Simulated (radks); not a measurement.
Values are calculated unless marked as measured or tabulated.
These are the eigenvalues of the occupied orbitals of an atom or ion with whole-number occupations (hartree). Level of theory: Dirac Kohn-Sham, LDA (Slater exchange, VWN5 correlation), spin-unpolarised, spherical densities, point nucleus (a radial shooting solver on a logarithmic mesh with Libxc functionals).

orbital  eigenvalue
1s1/2     -349.2892
2s1/2     -42.47329
2p1/2     -37.45000
2p3/2     -36.57464
3s1/2      -4.72578
3p1/2      -3.13537
3p3/2      -3.02223
3d3/2      -0.39115
3d5/2      -0.37799
4s1/2      -0.22854

Which element is it, and in what charge state? The configuration may be excited. Open shells, if any, fill j = l - 1/2 first.

Answer. Z = 30, zinc, charge 0: Zn in [Ar] 3d10 4s2. The list shows which subshells hold electrons but not how many an open one holds; the 1s level, -349.29 hartree, gives Z - s = 26.4 by -(Z - s)^2/2, which with screening and relativity narrows Z to a few neighbours, and the depths of the outer levels then fix element, charge and occupations together.
